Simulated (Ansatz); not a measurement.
# Nudged elastic band run: CH₃AlO₂

Input:

```yaml
crystal:
  periodic: [false, false, false]
  atoms:
    - { symbol: O, position_ang: [0.567506, -0.835298, -0.727198] }
    - { symbol: C, position_ang: [0.851095, -0.703032, 0.511163] }
    - { symbol: O, position_ang: [0.224104, 0.178897, 1.18978] }
    - { symbol: Al, position_ang: [-0.738476, 0.605389, -0.465753] }
    - { symbol: H, position_ang: [1.628567, -1.343024, 0.989048] }
    - { symbol: H, position_ang: [-0.241368, 1.975504, -1.102972] }
    - { symbol: H, position_ang: [-2.230228, 0.053564, -0.439767] }
basis:
  gaussian: { orbitals: def2-SVP }
hamiltonian:
  xc: pbe
neb:
  order_check: false
  images: 9
  f_tol: 0.05
  max_iterations: 60
  final_atoms:
    - { symbol: O, position_ang: [2.25415872, -1.17641754, 0.49249182] }
    - { symbol: C, position_ang: [1.08333742, -0.91249076, 0.38779639] }
    - { symbol: O, position_ang: [0.6156656, 0.24574917, -0.12416625] }
    - { symbol: Al, position_ang: [-0.96802636, 0.9354849, -0.42113423] }
    - { symbol: H, position_ang: [0.26160187, -1.61582722, 0.7118446] }
    - { symbol: H, position_ang: [-0.93722394, 2.38536058, -1.06064928] }
    - { symbol: H, position_ang: [-2.24831331, 0.07014086, -0.03188205] }
  initial_path:
    images:
      - { positions_ang: [[0.567506, -0.835298, -0.727198], [0.851095, -0.703032, 0.511163], [0.224104, 0.178897, 1.18978], [-0.738476, 0.605389, -0.465753], [1.628567, -1.343024, 0.989048], [-0.241368, 1.975504, -1.102972], [-2.230228, 0.053564, -0.439767]] }
      - { positions_ang: [[0.72137777, -1.03847396, -0.67116694], [0.88261275, -0.76131014, 0.49070818], [0.32888498, 0.21334732, 0.96968914], [-0.75431821, 0.69425787, -0.45153715], [1.49457236, -1.34245937, 1.07732417], [-0.39940508, 2.10415831, -1.02511029], [-2.21252458, 0.06247999, -0.43560613]] }
      - { positions_ang: [[0.87524954, -1.24164992, -0.61513588], [0.91413051, -0.81958828, 0.47025337], [0.43366596, 0.24779763, 0.74959829], [-0.77016042, 0.78312674, -0.4373213], [1.36057772, -1.34189475, 1.16560035], [-0.55744216, 2.23281261, -0.94724857], [-2.19482116, 0.07139597, -0.43144525]] }
      - { positions_ang: [[1.02912131, -1.44482589, -0.55910482], [0.94564826, -0.87786642, 0.44979855], [0.53844694, 0.28224795, 0.52950743], [-0.78600262, 0.87199561, -0.42310544], [1.22658308, -1.34133012, 1.25387652], [-0.71547924, 2.36146692, -0.86938686], [-2.17711773, 0.08031196, -0.42728438]] }
      - { positions_ang: [[1.18299308, -1.64800185, -0.50307376], [0.97716602, -0.93614456, 0.42934373], [0.64322793, 0.31669826, 0.30941657], [-0.80184483, 0.96086448, -0.40888959], [1.09258844, -1.3407655, 1.34215269], [-0.87351632, 2.49012123, -0.79152514], [-2.15941431, 0.08922794, -0.4231235]] }
      - { positions_ang: [[1.33686484, -1.85117781, -0.4470427], [1.00868377, -0.9944227, 0.40888892], [0.74800891, 0.35114858, 0.08932572], [-0.81768704, 1.04973334, -0.39467374], [0.95859381, -1.34020087, 1.43042887], [-1.0315534, 2.61877553, -0.71366343], [-2.14171089, 0.09814393, -0.41896263]] }
      - { positions_ang: [[1.52032362, -1.71622576, -0.2591358], [1.0236145, -0.97803631, 0.40467041], [0.72154025, 0.3300687, 0.04662733], [-0.8477549, 1.02688366, -0.39996584], [0.81919542, -1.39532614, 1.28671201], [-1.01268751, 2.57209254, -0.7830606], [-2.16303137, 0.09254331, -0.34154652]] }
      - { positions_ang: [[1.7037824, -1.5812737, -0.07122889], [1.03854523, -0.96164992, 0.40045191], [0.69507158, 0.30898882, 0.00392893], [-0.87782277, 1.00403397, -0.40525793], [0.67979703, -1.45045141, 1.14299516], [-0.99382162, 2.52540955, -0.85245777], [-2.18435186, 0.0869427, -0.2641304]] }
      - { positions_ang: [[1.88724117, -1.44632165, 0.11667801], [1.05347596, -0.94526354, 0.3962334], [0.66860292, 0.28790894, -0.03876946], [-0.90789063, 0.98118428, -0.41055003], [0.54039864, -1.50557668, 0.99927831], [-0.97495572, 2.47872656, -0.92185494], [-2.20567234, 0.08134209, -0.18671428]] }
      - { positions_ang: [[2.07069995, -1.31136959, 0.30458491], [1.06840669, -0.92887715, 0.39201489], [0.64213426, 0.26682906, -0.08146785], [-0.9379585, 0.95833459, -0.41584213], [0.40100026, -1.56070195, 0.85556146], [-0.95608983, 2.43204357, -0.99125211], [-2.22699283, 0.07574147, -0.10929817]] }
      - { positions_ang: [[2.25415872, -1.17641754, 0.49249182], [1.08333742, -0.91249076, 0.38779639], [0.6156656, 0.24574917, -0.12416625], [-0.96802636, 0.9354849, -0.42113423], [0.26160187, -1.61582722, 0.7118446], [-0.93722394, 2.38536058, -1.06064928], [-2.24831331, 0.07014086, -0.03188205]] }
```

Launched with:

```bash
$ ansatz run input.yaml --threads 1 --pin off --max-ram 2048MiB --backend cpu --events-out ev --progress --plain --runs-dir out
```

Output, in part (warnings, iteration lines, the closing report on the highest movable image, with atoms numbered from 0):

```
NEB end point (image 0): max|allowed force component| = 7.132e-3 eV/Å (the criterion of neb.relax_end_points is 1.000e-2)
NEB end point (image 10): max|allowed force component| = 1.176e-2 eV/Å (the criterion of neb.relax_end_points is 1.000e-2)
NEB iter   1: max|band force component| = 2.778e1 eV/Å  barrier→ = 4.4377 eV  barrier← = 3.5579 eV  Δτ_max = 0.2000 Å  (274 SCF iters)
NEB iter   2: max|band force component| = 2.103e0 eV/Å  barrier→ = 1.1862 eV  barrier← = 0.3064 eV  Δτ_max = 0.1978 Å  (298 SCF iters)
NEB iter   3: max|band force component| = 3.396e0 eV/Å  barrier→ = 1.3344 eV  barrier← = 0.4546 eV  Δτ_max = 0.1017 Å  (287 SCF iters)
NEB iter   4: max|band force component| = 1.396e0 eV/Å  barrier→ = 0.9661 eV  barrier← = 0.0863 eV  Δτ_max = 0.0993 Å  (284 SCF iters)
NEB iter   5: max|band force component| = 6.492e-1 eV/Å  barrier→ = 0.9105 eV  barrier← = 0.0307 eV  Δτ_max = 0.0438 Å  (255 SCF iters)
NEB iter   6: max|band force component| = 4.768e-1 eV/Å  barrier→ = 0.8914 eV  barrier← = 0.0116 eV  CI = image 7  Δτ_max = 0.1722 Å  (255 SCF iters)
NEB iter   7: max|band force component| = 5.464e-1 eV/Å  barrier→ = 0.8887 eV  barrier← = 0.0089 eV  CI = image 8  Δτ_max = 0.0658 Å  (265 SCF iters)
NEB iter   8: max|band force component| = 2.111e-1 eV/Å  barrier→ = 0.8865 eV  barrier← = 0.0067 eV  CI = image 8  Δτ_max = 0.0378 Å  (252 SCF iters)
NEB iter   9: max|band force component| = 1.937e-1 eV/Å  barrier→ = 0.8853 eV  barrier← = 0.0055 eV  CI = image 8  Δτ_max = 0.0894 Å  (257 SCF iters)
NEB iter  10: max|band force component| = 2.646e-1 eV/Å  barrier→ = 0.8831 eV  barrier← = 0.0033 eV  CI = image 8  Δτ_max = 0.0443 Å  (252 SCF iters)
NEB iter  11: max|band force component| = 4.078e-1 eV/Å  barrier→ = 0.8854 eV  barrier← = 0.0056 eV  CI = image 7  Δτ_max = 0.0219 Å  (250 SCF iters)
NEB iter  12: max|band force component| = 2.988e-1 eV/Å  barrier→ = 0.8840 eV  barrier← = 0.0042 eV  CI = image 8  Δτ_max = 0.0219 Å  (254 SCF iters)
NEB iter  13: max|band force component| = 2.788e-1 eV/Å  barrier→ = 0.8819 eV  barrier← = 0.0020 eV  CI = image 8  Δτ_max = 0.0109 Å  (251 SCF iters)
NEB iter  14: max|band force component| = 6.523e-2 eV/Å  barrier→ = 0.8818 eV  barrier← = 0.0020 eV  CI = image 8  Δτ_max = 0.0219 Å  (257 SCF iters)
NEB iter  15: max|band force component| = 7.418e-2 eV/Å  barrier→ = 0.8819 eV  barrier← = 0.0021 eV  CI = image 8  Δτ_max = 0.0109 Å  (248 SCF iters)
NEB iter  16: max|band force component| = 4.717e-2 eV/Å  barrier→ = 0.8819 eV  barrier← = 0.0021 eV  CI = image 8  Δτ_max = 0.0000 Å  (486 SCF iters)
Total energy: -11762.26666723 eV, -432.2553272701 hartree
Atom 0 at     2.145037    -1.416327     0.035511 Å, force     0.000459    -0.003093    -0.002662 eV/Å
Atom 1 at     1.081964    -0.959924     0.371854 Å, force     0.001735     0.003802    -0.003707 eV/Å
Atom 2 at     0.552899     0.171690    -0.133557 Å, force    -0.005719     0.001017     0.006878 eV/Å
Atom 3 at    -0.976694     0.965829    -0.409953 Å, force     0.002675     0.000021    -0.003778 eV/Å
Atom 4 at     0.427965    -1.432329     1.159815 Å, force     0.001304    -0.001502     0.004095 eV/Å
Atom 5 at    -0.858088     2.483874    -0.850630 Å, force     0.000192    -0.000085     0.000265 eV/Å
Atom 6 at    -2.311882     0.119187    -0.218740 Å, force    -0.000647    -0.000159    -0.001091 eV/Å
Dipole moment:    -0.623018     0.230711     0.121265 e Å
```

The run converged. The top lies less than 8 meV above the higher end, about what the thresholds resolve: that end is a shoulder or a very shallow well. A vibrational analysis at the climbing image gives one clearly imaginary mode, 69i cm⁻¹: a first-order saddle point. The orbitals stay closed-shell, which can raise the energy where a bond breaks towards radicals; this wasn't checked here.

Final band (atoms are numbered from 1 in the order of the input):

```
image  path coordinate (Å)  energy (kcal/mol)  O1–Al4 (Å)  dihedral O1–C2–O3–Al4 (°)
    0                 0.00                0.0        1.96                          0
    1                 0.43                4.1        2.17                          4
    2                 0.86               12.5        2.61                          8
    3                 1.30               16.2        3.03                         14
    4                 1.73               17.7        3.37                         27
    5                 2.17               18.8        3.64                         52
    6                 2.61               19.6        3.82                         94
    7                 3.06               20.1        3.92                        133
    8                 3.50               20.3        3.95                        154
    9                 3.88               20.3        3.96                        166
   10                 4.26               20.3        3.96                        180
```

Time of the run: 4.4 min on 1 thread of Arm Neoverse V1, on a shared host, peak memory 0.15 GiB.
